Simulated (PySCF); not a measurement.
PySCF input (M06-2X/def2-TZVPD):

```python
from pyscf import gto, scf, dft

mol = gto.M(
    atom='''
    In    0.00000000    0.00000000    0.00000000
    Cl   -0.00000000   -0.00000000   -2.22420788
    Cl    0.00000000    0.00000000    2.22420788
    ''',
    basis='def2-tzvpd',
    ecp='def2-tzvp',
    charge=1,
    spin=0,
    verbose=4,
)

mf = dft.RKS(mol, xc='m062x').density_fit(auxbasis='def2-universal-jkfit')
mf.grids.level = 4
mf.conv_tol = 1e-9
mf.max_cycle = 100
mf.max_memory = 1500
mf.kernel()
if not mf.converged:
    mf = mf.newton()
    mf.kernel(mf.make_rdm1())
mf.analyze()
```

Output:

```
ECP def2-tzvp not found for  Cl
PySCF version 2.14.0

[INPUT] verbose = 4
[INPUT] num. atoms = 3
[INPUT] num. electrons = 54
[INPUT] charge = 1
[INPUT] spin (= nelec alpha-beta = 2S) = 0
[INPUT] symmetry False subgroup None
[INPUT] Mole.unit = angstrom
[INPUT] Symbol           X                Y                Z      unit          X                Y                Z       unit  Magmom
[INPUT]  1 In     0.000000000000   0.000000000000   0.000000000000 AA    0.000000000000   0.000000000000   0.000000000000 Bohr   0.0
[INPUT]  2 Cl     0.000000000000   0.000000000000  -2.224207880000 AA    0.000000000000   0.000000000000  -4.203143737299 Bohr   0.0
[INPUT]  3 Cl     0.000000000000   0.000000000000   2.224207880000 AA    0.000000000000   0.000000000000   4.203143737299 Bohr   0.0

nuclear repulsion = 204.251877560482
number of shells = 50
number of NR pGTOs = 241
number of NR cGTOs = 148
basis = def2-tzvpd
ecp = def2-tzvp

******** <class 'pyscf.df.df_jk.DFRKS'> ********
method = DFRKS
initial guess = minao
damping factor = 0
level_shift factor = 0
DIIS = <class 'pyscf.scf.diis.CDIIS'>
diis_start_cycle = 1
diis_space = 8
diis_damp = 0
SCF conv_tol = 1e-09
SCF conv_tol_grad = None
SCF max_cycles = 100
direct_scf = False
XC library pyscf.dft.libxc version 7.1.2
    S. Lehtola, C. Steigemann, M. J. T. Oliveira, and M. A. L. Marques,  SoftwareX 7, 1–5 (2018)
XC functionals = m062x
    Y. Zhao and D. G. Truhlar,  Theor. Chem. Acc. 120, 215 (2008)
    Y. Zhao and D. G. Truhlar,  Theor. Chem. Acc. 120, 215 (2008)
radial grids:
    Treutler-Ahlrichs [JCP 102, 346 (1995); DOI:10.1063/1.469408] (M4) radial grids

becke partition: Becke, JCP 88, 2547 (1988); DOI:10.1063/1.454033
pruning grids: <function nwchem_prune>
grids dens level: 4
symmetrized grids: False
atomic radii adjust function: <function treutler_atomic_radii_adjust>
small_rho_cutoff = 0
Set gradient conv threshold to 3.16228e-05
Initial guess from minao.
tot grids = 89512
******** <class 'pyscf.df.df.DF'> ********
auxbasis = def2-universal-jkfit
init E= -1077.92019009697
  HOMO = -0.672735851805895  LUMO = -0.531641228430743  gap/eV = 3.83938
cycle= 1 E= -1109.75993882448  delta_E= -31.8  |g|= 1.71  |ddm|= 46.4
  HOMO = -0.5985729424812  LUMO = -0.226240899889607  gap/eV = 10.13167
cycle= 2 E= -1109.79737602815  delta_E= -0.0374  |g|= 1.72  |ddm|=  5.9
  HOMO = -0.592200434807541  LUMO = -0.305162056382748  gap/eV = 7.81071
[...]
cycle= 10 E= -1110.25471674495  delta_E= -4.87e-11  |g|= 1.06e-06  |ddm|= 1.89e-05
  HOMO = -0.605727742061588  LUMO = -0.308819751824469  gap/eV = 8.07928
Extra cycle  E= -1110.25471674496  delta_E= -1.36e-12  |g|= 6.02e-07  |ddm|= 3.46e-06
converged SCF energy = -1110.25471674496
**** SCF Summaries ****
Total Energy =                       -1110.254716744955886
Nuclear Repulsion Energy =             204.251877560482370
One-electron Energy =                -2000.411640558466843
Two-electron Energy =                  685.905046253028559
Two-electron Coulomb Energy =          758.900063776406000
DFT Exchange-Correlation Energy =      -72.995017523377470
HOMO-LUMO gap [eV] =                     8.079277934764638
**** MO energy ****
MO #1   energy= -102.872153321765  occ= 2
MO #2   energy= -102.87214415859   occ= 2
MO #3   energy= -10.0336508935552  occ= 2
MO #4   energy= -10.0336446373539  occ= 2
MO #5   energy= -7.75494388971017  occ= 2
MO #6   energy= -7.75493970737739  occ= 2
MO #7   energy= -7.75034198853374  occ= 2
MO #8   energy= -7.7503419885336   occ= 2
MO #9   energy= -7.75033873696782  occ= 2
MO #10  energy= -7.75033873696772  occ= 2
MO #11  energy= -5.19132981151293  occ= 2
MO #12  energy= -3.56978838902562  occ= 2
MO #13  energy= -3.56978838902552  occ= 2
MO #14  energy= -3.56104300164814  occ= 2
MO #15  energy= -1.22588546923445  occ= 2
MO #16  energy= -1.18778788546183  occ= 2
MO #17  energy= -1.18778473836824  occ= 2
MO #18  energy= -1.18164890003304  occ= 2
MO #19  energy= -1.18164890003292  occ= 2
MO #20  energy= -1.12867439019134  occ= 2
MO #21  energy= -1.09356292141319  occ= 2
MO #22  energy= -0.716586897005716 occ= 2
MO #23  energy= -0.655402699524316 occ= 2
MO #24  energy= -0.62226932570509  occ= 2
MO #25  energy= -0.622269325704988 occ= 2
MO #26  energy= -0.605727742061604 occ= 2
MO #27  energy= -0.605727742061588 occ= 2
MO #28  energy= -0.308819751824469 occ= 0
MO #29  energy= -0.248302855397269 occ= 0
MO #30  energy= -0.248302855397256 occ= 0
MO #31  energy= -0.126522953025361 occ= 0
MO #32  energy= -0.113135597044607 occ= 0
MO #33  energy= -0.0956399319190446 occ= 0
MO #34  energy= -0.0956398387809306 occ= 0
MO #35  energy= -0.0841506023532473 occ= 0
MO #36  energy= -0.084150602353224 occ= 0
MO #37  energy= -0.0695074417054481 occ= 0
MO #38  energy= -0.0603746390887238 occ= 0
MO #39  energy= -0.0603746390885598 occ= 0
MO #40  energy= -0.043271682852952 occ= 0
MO #41  energy= -0.0134206723219144 occ= 0
MO #42  energy= -0.0134206723218593 occ= 0
MO #43  energy= -0.00834920856716108 occ= 0
MO #44  energy= -0.00834920856701884 occ= 0
MO #45  energy= 0.00212117952591012 occ= 0
MO #46  energy= 0.0130766977843138 occ= 0
MO #47  energy= 0.0246494057110759 occ= 0
MO #48  energy= 0.0246507458367934 occ= 0
MO #49  energy= 0.0393001650208967 occ= 0
MO #50  energy= 0.0393008651200371 occ= 0
MO #51  energy= 0.0672771930328414 occ= 0
MO #52  energy= 0.0763287936815646 occ= 0
MO #53  energy= 0.0763287936818308 occ= 0
MO #54  energy= 0.093323032219002  occ= 0
MO #55  energy= 0.0937446327374076 occ= 0
MO #56  energy= 0.116389069217692  occ= 0
MO #57  energy= 0.116389449890688  occ= 0
MO #58  energy= 0.125549372684975  occ= 0
MO #59  energy= 0.136196171497217  occ= 0
MO #60  energy= 0.136196171497294  occ= 0
MO #61  energy= 0.210807623753193  occ= 0
MO #62  energy= 0.210807623753321  occ= 0
MO #63  energy= 0.214136294964689  occ= 0
MO #64  energy= 0.325585631081611  occ= 0
MO #65  energy= 0.325585631081747  occ= 0
MO #66  energy= 0.354746677066524  occ= 0
MO #67  energy= 0.364060718109171  occ= 0
MO #68  energy= 0.375416876166704  occ= 0
MO #69  energy= 0.375416876166747  occ= 0
MO #70  energy= 0.429863516126482  occ= 0
MO #71  energy= 0.429883549892534  occ= 0
MO #72  energy= 0.443624258805879  occ= 0
MO #73  energy= 0.443624258805942  occ= 0
MO #74  energy= 0.456656184982784  occ= 0
MO #75  energy= 0.45665618498282   occ= 0
MO #76  energy= 0.466735416859364  occ= 0
MO #77  energy= 0.466735416859496  occ= 0
MO #78  energy= 0.476026218223808  occ= 0
MO #79  energy= 0.476050621440323  occ= 0
MO #80  energy= 0.479394418623181  occ= 0
MO #81  energy= 0.510899823815623  occ= 0
MO #82  energy= 0.529628734300852  occ= 0
MO #83  energy= 0.529628734300949  occ= 0
MO #84  energy= 0.538441541239675  occ= 0
MO #85  energy= 0.53844422155603   occ= 0
MO #86  energy= 0.593751213723563  occ= 0
MO #87  energy= 0.663185167436935  occ= 0
MO #88  energy= 0.810733174366348  occ= 0
MO #89  energy= 0.810733695860959  occ= 0
MO #90  energy= 0.836457591364918  occ= 0
MO #91  energy= 0.836457591364942  occ= 0
MO #92  energy= 0.886872793886022  occ= 0
MO #93  energy= 0.886872793886027  occ= 0
MO #94  energy= 0.943153404689962  occ= 0
MO #95  energy= 1.02908540890311   occ= 0
MO #96  energy= 1.09798826750177   occ= 0
MO #97  energy= 1.23615242516838   occ= 0
MO #98  energy= 1.74635491418714   occ= 0
MO #99  energy= 1.74645828405443   occ= 0
MO #100 energy= 1.76066769714822   occ= 0
MO #101 energy= 1.76079404633576   occ= 0
MO #102 energy= 1.81066542660743   occ= 0
MO #103 energy= 1.81066542660757   occ= 0
MO #104 energy= 1.81593640597726   occ= 0
MO #105 energy= 1.81593640597738   occ= 0
MO #106 energy= 1.81618297680905   occ= 0
MO #107 energy= 1.84276474847316   occ= 0
[...]
```
